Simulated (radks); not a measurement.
Effect of the nuclear size on neutral bromine, [Ar] 3d10 4s2 4p5. All-electron calculation, Dirac Kohn-Sham, LDA (Slater exchange, Perdew-Wang correlation), spin-unpolarised, spherical densities, finite nucleus; open shells fill j = l - 1/2 first; Fermi nuclear charge, rms radius 4.1629 fm. Program: a radial shooting solver on a logarithmic mesh with Libxc functionals. The rms radius is varied about that value; shifts are against it.

| rms radius (fm) | total energy shift (eV) | density at nucleus (e/bohr^3) | 1s1/2 shift (meV) | 2s1/2 shift (meV) | 3p1/2 shift (meV) | 4s1/2 shift (meV) |
|---|---|---|---|---|---|---|
| 3.4302 | -0.173 | 4.481e+04 | -73.7 | -7.39 | 0.108 | -0.123 |
| 3.8798 | -0.0707 | 4.439e+04 | -30.0 | -3.01 | 0.044 | -0.050 |
| 4.1629 | 0 | 4.415e+04 | 0.000 | 0.000 | 0.000 | 0.000 |
| 4.4418 | 0.0741 | 4.394e+04 | 31.5 | 3.16 | -0.046 | 0.052 |
| 4.7665 | 0.166 | 4.371e+04 | 70.5 | 7.08 | -0.104 | 0.117 |

Slopes of the eigenvalues against <r^2> in GHz/fm^2, as finite differences over the two radii next to the reference (eigenvalue slopes, not the field-shift constants of lines): 1s1/2 3180, 2s1/2 319, 3p1/2 -4.68, 4s1/2 5.29.
